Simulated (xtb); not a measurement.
xtb input (GFN2-xTB):

```bash
xtb mol.xyz --gfn 2 --ohess tight --chrg -1 --uhf 0
```
mol.xyz:
```
7

Si    -0.03483293    -0.28180448     0.30898299
O     -0.71609437     1.25753361    -0.18996422
O     -0.82116480    -1.52326226    -0.52268146
O      1.64704708    -0.26002443    -0.11087693
H     -0.32626171     1.95090047     0.34599692
H     -1.77333825    -1.48259117    -0.21905464
H      2.06803784     0.39929467     0.51549381
```

Output:

```
           -------------------------------------------------
          |                Calculation Setup                |
           -------------------------------------------------

           -------------------------------------------------
          |                 G F N 2 - x T B                 |
           -------------------------------------------------

        Reference                      10.1021/acs.jctc.8b01176
      * Hamiltonian:
        H0-scaling (s, p, d)           1.850000    2.230000    2.230000
        zeta-weighting                 0.500000
      * Dispersion:
        s8                             2.700000
        a1                             0.520000
        a2                             5.000000
        s9                             5.000000
      * Repulsion:
        kExp                           1.500000    1.000000
        rExp                           1.000000
      * Coulomb:
        alpha                          2.000000
        third order                    shell-resolved
        anisotropic                    true
        a3                             3.000000
        a5                             4.000000
        cn-shift                       1.200000
        cn-exp                         4.000000
        max-rad                        5.000000

          ...................................................
          :                      SETUP                      :
          :.................................................:
          :  # basis functions                  25          :
          :  # atomic orbitals                  24          :
          :  # shells                           12          :
          :  # electrons                        26          :
          :  max. iterations                   250          :
          :  Hamiltonian                  GFN2-xTB          :
          :  restarted?                      false          :
          :  GBSA solvation                  false          :
          :  PC potential                    false          :
          :  electronic temp.          300.0000000     K    :
          :  accuracy                    1.0000000          :
          :  -> integral cutoff          0.2500000E+02      :
          :  -> integral neglect         0.1000000E-07      :
          :  -> SCF convergence          0.1000000E-05 Eh   :
          :  -> wf. convergence          0.1000000E-03 e    :
          :  Broyden damping             0.4000000          :
          :  net charge                         -1          :
          :  unpaired electrons                  0          :
          ...................................................

 iter      E             dE          RMSdq      gap      omega  full diag
   1    -15.7062514 -0.157063E+02  0.151E+01    4.70       0.0  T
   2    -15.7259485 -0.196971E-01  0.112E+01    4.91       1.0  T
   3    -15.7077777  0.181708E-01  0.436E+00    5.21       1.0  T
   4    -15.7299373 -0.221596E-01  0.935E-01    5.20       1.0  T
   5    -15.7302333 -0.295987E-03  0.224E-01    5.22       1.0  T
   6    -15.7302436 -0.103058E-04  0.454E-02    5.22       1.0  T
[...]
           -------------------------------------------------

      molecular mass/u    :       79.1075357
   center of mass at/Å    :       -0.0926629      -0.1633349       0.3833872
  moments of inertia/u·Å² :        0.7306519E+02   0.7777643E+02   0.1220727E+03
rotational constants/cm⁻¹ :        0.2307204E+00   0.2167447E+00   0.1380951E+00

 * 3 selected distances

     #   Z          #   Z                                           value/Å
     2   8 O        5   1 H                                       0.9647051 (max)
     3   8 O        6   1 H                                       0.9624631
     4   8 O        7   1 H                                       0.9531246 (min)

 * 1 distinct bonds (by element types)

   Z      Z             #   av. dist./Å        max./Å        min./Å
   1 H    8 O           3     0.9600976     0.9647051     0.9531246

           -------------------------------------------------
          |               Frequency Printout                |
           -------------------------------------------------
 projected vibrational frequencies (cm⁻¹)
eigval :       -0.00    -0.00     0.00     0.00     0.00     0.00
eigval :      172.36   201.19   220.61   316.60   318.27   364.36
eigval :      524.37   593.10   643.79   811.15   863.77   894.00
eigval :     3431.33  3484.62  3706.67
 reduced masses (amu)
   1: 15.99   2: 19.74   3: 17.59   4: 19.50   5: 16.97   6: 15.92   7:  7.66   8:  6.78
   9:  6.43  10: 16.93  11: 10.49  12:  7.88  13: 20.23  14: 19.64  15: 19.35  16:  2.42
Molecule has no symmetry elements
It seems to be the C1 point group
  17:  3.15  18:  5.06  19:  1.86  20:  1.86  21:  1.88
 IR intensities (km·mol⁻¹)
   1:  3.89   2: 13.04   3:  8.42   4: 15.16   5:  7.41   6:  2.34   7: 47.46   8: 10.41
   9: 21.63  10: 34.98  11: 77.85  12: 77.76  13:302.49  14:159.47  15:180.93  16: 50.75
  17: 54.51  18:163.25  19:240.03  20:176.78  21: 25.15
 Raman intensities (Ä⁴*amu⁻¹)
   1:  0.00   2:  0.00   3:  0.00   4:  0.00   5:  0.00   6:  0.00   7:  0.00   8:  0.00
   9:  0.00  10:  0.00  11:  0.00  12:  0.00  13:  0.00  14:  0.00  15:  0.00  16:  0.00
  17:  0.00  18:  0.00  19:  0.00  20:  0.00  21:  0.00
 output can be read by thermo (or use thermo option).
 writing <g98.out> molden fake output.
 recommended (thermochemical) frequency scaling factor: 1.0
           -------------------------------------------------
          |             Thermodynamic Functions             |
           -------------------------------------------------

c1  symmetry found (for desy threshold:  0.10E+00) used in thermo

          ...................................................
          :                      SETUP                      :
          :.................................................:
          :  # frequencies                          15      :
          :  # imaginary freq.                       0      :
          :  linear?                             false      :
          :  only rotor calc.                    false      :
          :  symmetry                               c1      :
          :  rotational number                       1      :
          :  scaling factor                  1.0000000      :
          :  rotor cutoff                   50.0000000 cm⁻¹ :
          :  imag. cutoff                  -20.0000000 cm⁻¹ :
          :.................................................:

    mode    ω/cm⁻¹     T·S(HO)/kcal·mol⁻¹    T·S(FR)/kcal·mol⁻¹   T·S(vib)
   ------------------------------------------------------------------------
       1    172.36    -0.71842 ( 99.30%)    -0.68961 (  0.70%)    -0.71822
       2    201.19    -0.63272 ( 99.62%)    -0.64384 (  0.38%)    -0.63276
       3    220.61    -0.58260 ( 99.74%)    -0.61656 (  0.26%)    -0.58269
   ------------------------------------------------------------------------

   temp. (K)  partition function   enthalpy   heat capacity  entropy
                                   cal/mol     cal/K/mol   cal/K/mol   J/K/mol
 298.15  VIB   10.8                 2219.490     15.214     12.181
         ROT  0.636E+05              888.752      2.981     24.962
         INT  0.690E+06             3108.242     18.195     37.143
         TR   0.681E+27             1481.254      4.968     39.002
         TOT                        4589.4958    23.1628    76.1444   318.5880

       T/K    H(0)-H(T)+PV         H(T)/Eh          T*S/Eh         G(T)/Eh
   ------------------------------------------------------------------------
    298.15    0.731383E-02    0.450088E-01    0.361786E-01    0.883017E-02
   ------------------------------------------------------------------------

         :::::::::::::::::::::::::::::::::::::::::::::::::::::
         ::                  THERMODYNAMIC                  ::
         :::::::::::::::::::::::::::::::::::::::::::::::::::::
         :: total free energy         -15.695721055646 Eh   ::
         ::.................................................::
         :: total energy              -15.704551229278 Eh   ::
         :: zero point energy           0.037694987843 Eh   ::
         :: G(RRHO) w/o ZPVE           -0.028864814211 Eh   ::
         :: G(RRHO) contrib.            0.008830173631 Eh   ::
         :::::::::::::::::::::::::::::::::::::::::::::::::::::

optimized geometry written to: xtbopt.xyz

           -------------------------------------------------
          | TOTAL ENERGY              -15.704551229278 Eh   |
          | TOTAL ENTHALPY            -15.659542414270 Eh   |
          | TOTAL FREE ENERGY         -15.695721055646 Eh   |
          | GRADIENT NORM               0.000257234208 Eh/α |
          | HOMO-LUMO GAP               5.031145202160 eV   |
Note: The following floating-point exceptions are signalling: IEEE_UNDERFLOW_FLAG IEEE_DENORMAL
normal termination of xtb
           -------------------------------------------------

------------------------------------------------------------------------
------------------------------------------------------------------------
 total:
 SCF:
 ANC optimizer:
 analytical hessian:
```

It need not be the lowest isomer of its formula. Whether it binds its extra electron was not tested at this geometry.
